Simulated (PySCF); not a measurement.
A structure optimised at B3LYP-D3(BJ)/def2-TZVP, used in a PySCF frequency run:

```xyz
8

Be    -0.1135     1.1241    -0.7086
N     -0.2281     2.3838    -1.5085
H     -0.5720     3.2652    -1.1594
H      0.0269     2.4805    -2.4794
Ge     0.0692    -0.7252     0.4590
H      0.9871    -1.7707    -0.2165
H      0.6709    -0.5024     1.8657
H     -1.2751    -1.4505     0.6948
```

Task: Write its SMILES and formula.

Result: [NH2][Be][GeH3], BeGeH₅N

Task: What are its rotational constants (standard atomic weights)?

Result: 67.670, 2.3569, 2.3420 GHz
